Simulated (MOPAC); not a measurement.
MOPAC input (PM3):

```
PM3 1SCF GEO-OK AUX(PRECISION=9) THREADS=1
C2H6GeI2

C     1.86665100 1   -1.68166300 1   -0.35064600 1
Ge    0.10362400 1   -0.85723000 1   -0.15829300 1
C    -1.41202200 1   -2.07925500 1   -0.34383300 1
I    -0.12038100 1    0.95960300 1   -1.93155700 1
I    -0.02197000 1    0.21799500 1    2.14900800 1
H     2.63787500 1   -0.92425300 1   -0.23159300 1
H     1.98723500 1   -2.44848000 1    0.41425200 1
H     1.94490200 1   -2.12946200 1   -1.34108500 1
H    -2.34143100 1   -1.52807500 1   -0.22124600 1
H    -1.38502900 1   -2.53327000 1   -1.33416600 1
H    -1.34269600 1   -2.85228800 1    0.42117100 1
```

Output:

```
 *******************************************************************************
 **                                                                           **
 **                              MOPAC v23.2.5                                **
 **                                                                           **
 *******************************************************************************
 ** MOPAC's Digital Object Identifier: https://doi.org/10.5281/zenodo.6511958 **
 **                                                                           **
 ** Please cite the open-source release paper for use of this MOPAC version:  **
 ** J. E. Moussa and J. J. P. Stewart (2026)                                  **
 ** MOPAC: An open-source semiempirical molecular orbital program             **
 ** J. Open Source Softw., 11(119), 8025, https://doi.org/10.21105/joss.08025 **
 *******************************************************************************

                              PM3 CALCULATION RESULTS

 *******************************************************************************
 *  PM3        - The PM3 Hamiltonian to be used
 *  GEO-OK     - OVERRIDE INTERATOMIC DISTANCE AND OTHER SAFETY CHECKS
 *  1SCF       - DO 1 SCF AND THEN STOP
 *  AUX        - OUTPUT AUXILIARY INFORMATION
 *******************************************************************************
PM3 1SCF GEO-OK AUX(PRECISION=9) THREADS=1
 C2H6GeI2

   ATOM   CHEMICAL          X               Y               Z
  NUMBER   SYMBOL      (ANGSTROMS)     (ANGSTROMS)     (ANGSTROMS)

     1       C          1.86665100  *  -1.68166300  *  -0.35064600  *
     2      Ge          0.10362400  *  -0.85723000  *  -0.15829300  *
     3       C         -1.41202200  *  -2.07925500  *  -0.34383300  *
     4       I         -0.12038100  *   0.95960300  *  -1.93155700  *
     5       I         -0.02197000  *   0.21799500  *   2.14900800  *
     6       H          2.63787500  *  -0.92425300  *  -0.23159300  *
     7       H          1.98723500  *  -2.44848000  *   0.41425200  *
     8       H          1.94490200  *  -2.12946200  *  -1.34108500  *
     9       H         -2.34143100  *  -1.52807500  *  -0.22124600  *
    10       H         -1.38502900  *  -2.53327000  *  -1.33416600  *
    11       H         -1.34269600  *  -2.85228800  *   0.42117100  *

          CARTESIAN COORDINATES

    NO.       ATOM           X           Y           Z

     1         C          1.8667     -1.6817     -0.3506
     2        Ge          0.1036     -0.8572     -0.1583
     3         C         -1.4120     -2.0793     -0.3438
     4         I         -0.1204      0.9596     -1.9316
     5         I         -0.0220      0.2180      2.1490
     6         H          2.6379     -0.9243     -0.2316
     7         H          1.9872     -2.4485      0.4143
     8         H          1.9449     -2.1295     -1.3411
     9         H         -2.3414     -1.5281     -0.2212
    10         H         -1.3850     -2.5333     -1.3342
    11         H         -1.3427     -2.8523      0.4212

  H: (PM3): J. J. P. STEWART, J. COMP. CHEM. 10, 209 (1989).
  C: (PM3): J. J. P. STEWART, J. COMP. CHEM. 10, 209 (1989).
 Ge: (PM3): J. J. P. STEWART, J. COMP. CHEM. 12, 320-341 (1991).
  I: (PM3): J. J. P. STEWART, J. COMP. CHEM. 10, 209 (1989).

           Empirical Formula: C2 H6 Ge I2  =    11 atoms

      MOLECULAR POINT GROUP   :   C2v

      RHF CALCULATION, NO. OF DOUBLY OCCUPIED LEVELS = 16

 -------------------------------------------------------------------------------
 PM3 1SCF GEO-OK AUX(PRECISION=9) THREADS=1
 C2H6GeI2

     1SCF WAS SPECIFIED, SO BFGS WAS NOT USED
     SCF FIELD WAS ACHIEVED

                              PM3 CALCULATION
                                                       MOPAC v23.2.5 Linux

          FINAL HEAT OF FORMATION =        -19.26781 KCAL/MOL =     -80.61652 KJ/MOL

          COSMO AREA              =        173.37 SQUARE ANGSTROMS
          COSMO VOLUME            =        180.94 CUBIC ANGSTROMS

          IONIZATION POTENTIAL    =         10.027109 EV
          HOMO LUMO ENERGIES (EV) =        -10.027 -3.084
          NO. OF FILLED LEVELS    =         16
          MOLECULAR WEIGHT        =        356.4684         POINT GROUP:  C2v

          MOLECULAR DIMENSIONS (Angstroms)

            Atom       Atom       Distance
            H     9    H     6     5.01579
            H     7    I     4     4.32978
            H    10    I     5     4.32169

          SCF CALCULATIONS        =          1

   ATOM   CHEMICAL          X               Y               Z
  NUMBER   SYMBOL      (ANGSTROMS)     (ANGSTROMS)     (ANGSTROMS)

     1       C          1.86665100  *  -1.68166300  *  -0.35064600  *
     2      Ge          0.10362400  *  -0.85723000  *  -0.15829300  *
     3       C         -1.41202200  *  -2.07925500  *  -0.34383300  *
     4       I         -0.12038100  *   0.95960300  *  -1.93155700  *
     5       I         -0.02197000  *   0.21799500  *   2.14900800  *
     6       H          2.63787500  *  -0.92425300  *  -0.23159300  *
     7       H          1.98723500  *  -2.44848000  *   0.41425200  *
     8       H          1.94490200  *  -2.12946200  *  -1.34108500  *
     9       H         -2.34143100  *  -1.52807500  *  -0.22124600  *
    10       H         -1.38502900  *  -2.53327000  *  -1.33416600  *
    11       H         -1.34269600  *  -2.85228800  *   0.42117100  *

                             CARTESIAN COORDINATES

   1    C        1.866651000    -1.681663000    -0.350646000
   2   Ge        0.103624000    -0.857230000    -0.158293000
   3    C       -1.412022000    -2.079255000    -0.343833000
   4    I       -0.120381000     0.959603000    -1.931557000
   5    I       -0.021970000     0.217995000     2.149008000
   6    H        2.637875000    -0.924253000    -0.231593000
   7    H        1.987235000    -2.448480000     0.414252000
   8    H        1.944902000    -2.129462000    -1.341085000
   9    H       -2.341431000    -1.528075000    -0.221246000
  10    H       -1.385029000    -2.533270000    -1.334166000
  11    H       -1.342696000    -2.852288000     0.421171000

           Empirical Formula: C2 H6 Ge I2  =    11 atoms

      MOLECULAR POINT GROUP   :   C2v

                  EIGENVALUES
 -29.96422 -28.98301 -15.30735 -14.98284 -14.45417 -14.26702 -13.56658 -12.66036
 -12.59037 -12.37577 -11.91936 -11.78330 -10.09491 -10.07565 -10.05099 -10.02711
  -3.08374  -2.73576  -0.58626   0.74681   3.63957   3.71077   3.82215   3.83061
   3.89754   3.90035

              NET ATOMIC CHARGES AND DIPOLE CONTRIBUTIONS

  ATOM NO.   TYPE          CHARGE      No. of ELECS.   s-Pop       p-Pop
    1          C          -0.219561        4.2196     1.16393     3.05563
    2         Ge           0.492080        3.5079     0.82110     2.68682
    3          C          -0.219561        4.2196     1.16393     3.05563
    4          I          -0.246290        7.2463     1.94545     5.30084
    5          I          -0.246290        7.2463     1.94545     5.30084
    6          H           0.075972        0.9240     0.92403
    7          H           0.071920        0.9281     0.92808
    8          H           0.071920        0.9281     0.92808
    9          H           0.075971        0.9240     0.92403
   10          H           0.071920        0.9281     0.92808
   11          H           0.071920        0.9281     0.92808
 DIPOLE           X         Y         Z       TOTAL
 POINT-CHG.     0.458    -3.790    -0.700     3.881
 HYBRID        -0.029     0.236     0.044     0.242
 SUM            0.430    -3.553    -0.656     3.639

          ATOMIC ORBITAL ELECTRON POPULATIONS

     Atom    s        px        py        pz
    1  C   1.16393   0.99189   1.03142   1.03232
    2 Ge   0.82110   1.01666   0.87437   0.79579
    3  C   1.16393   1.00661   1.01665   1.03237
    4  I   1.94545   1.98695   1.66022   1.65367
    5  I   1.94545   1.99028   1.86806   1.44249
    6  H   0.92403
    7  H   0.92808
    8  H   0.92808
    9  H   0.92403
   10  H   0.92808
   11  H   0.92808

 **********************
 *                    *
 * JOB ENDED NORMALLY *
 *                    *
 **********************

 == MOPAC DONE ==
```

The geometry given is a B3LYP-D3(BJ)/def2-TZVP minimum.
